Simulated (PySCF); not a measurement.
**Computed structure and properties of Hf(OH)4**

System: Hf(OH)4 (singlet); start: template (S4). Method: PySCF 2.14.0, RKS PBE0, Hf def2-SVP with ECP60, O def2-SVP, H def2-SVP; non-relativistic Hamiltonian with scalar-relativistic core potentials where named; density fitting; no spin-orbit coupling.

Input of the relaxation:

```python
mol = gto.M(atom='''
Hf     0.00000    -0.00000    -0.00000
O      1.10760     1.10760     1.10760
H      1.87470     1.37970     1.62720
O     -1.10760    -1.10760     1.10760
H     -1.87470    -1.37970     1.62720
O      1.10760    -1.10760    -1.10760
H      1.37970    -1.87470    -1.62720
O     -1.10760     1.10760    -1.10760
H     -1.37970     1.87470    -1.62720''',
    basis={'Hf': 'def2-SVP', 'O': 'def2-SVP', 'H': 'def2-SVP'},
    ecp={'Hf': 'def2-SVP'},
    charge=0, spin=0)
mf = dft.RKS(mol, xc='PBE0')
mf.grids.atom_grid = (50, 194)
mf = mf.density_fit()  # fitting sets: Hf def2-universal-JKFIT, O def2-universal-JKFIT, H def2-universal-JKFIT
mf.conv_tol = 1e-08; mf.max_cycle = 55
mf.kernel(dm0)  # dm0: converged density of the start geometry
# quasi-Newton relaxation in Cartesian coordinates to a largest gradient under 0.00045 Eh/bohr, steps kept in the point group
```

Run from Python with OMP_NUM_THREADS=2; the lines above give its settings. Where DIIS fails, smearing, a level shift and second-order steps follow.
It took 60 s on 2 threads of Arm Neoverse V1 (shared host), from the converged density of the start.

Course of the relaxation:

```tsv
step	energy above end (eV)	largest force component within the symmetry (eV/Å)
0	0.0758	0.905
1	0.0373	0.152
2	0.0349	0.043
3	0.0337	0.063
4	0.0300	0.183
5	0.0270	0.203
6	0.0199	0.172
7	0.0139	0.092
8	0.0082	0.162
9	0.0012	0.033
10	0.0004	0.056
11	0.0001	0.016
12	0.0000	0.005
```

Relaxed geometry (S4, nearly D2d):

```xyz
9

Hf    0.0000    0.0000    0.0000
O     1.2491    0.9620    1.1172
H     1.8100    1.5012    1.6678
O    -1.2491   -0.9620    1.1172
H    -1.8100   -1.5012    1.6678
O     0.9620   -1.2491   -1.1172
H     1.5012   -1.8100   -1.6678
O    -0.9620    1.2491   -1.1172
H    -1.5012    1.8100   -1.6678
```

```json
{"contact": "Hf1–O2 (OH)", "Å": "1.932"}
{"contact": "Hf1–O4 (OH)", "Å": "1.932"}
{"contact": "Hf1–O6 (OH)", "Å": "1.932"}
{"contact": "Hf1–O8 (OH)", "Å": "1.932"}
```

On the finer grid (75, 302):

The HOMO is -8.21 eV, the LUMO is 0.36 eV and the dipole about the centre of mass is 0.00 D. The set of Mulliken populations of Hf1 outside the core potential is s 2.29, p 6.36, d 1.97, f 0.22. The D3(BJ) dispersion energy (not in the energies) is -0.122 eV.

```tsv
atom	Mulliken (e)	Löwdin (e)	spin (e)
Hf1	1.17	0.29	0.00
O2	-0.48	-0.17	0.00
H3	0.19	0.10	0.00
O4	-0.48	-0.17	0.00
H5	0.19	0.10	0.00
O6	-0.48	-0.17	0.00
H7	0.19	0.10	0.00
O8	-0.48	-0.17	0.00
H9	0.19	0.10	0.00
```

On the grid (50, 194), as all that follows. Harmonic modes: a minimum; lowest 161 cm⁻¹ (negative: unstable), highest 4068 cm⁻¹, zero-point energy 1.351 eV.

Taking off one OH (charge -1, singlet; the rest: singlet) in vacuum, both parts rigid, costs 12.31 eV; the small basis without counterpoise inflates it. Most of it is the attraction of opposite charges; other ways to part are cheaper, and one spin state was tried for the rest.

Rigid scan of OH along the line from its metal:

distance to O2 (Å), energy (eV) and a bar:
```
     1.63      2.026 ###########
     1.73      0.759 ####
     1.83      0.161 #
     1.93      0.000 
     2.03      0.119 #
     2.13      0.411 ##
     2.33      1.251 #######
     2.63      2.655 ##############
     3.03      4.291 ######################
     3.53      5.749 ##############################
```

One start shape was tried, so this needn't be the lowest isomer.
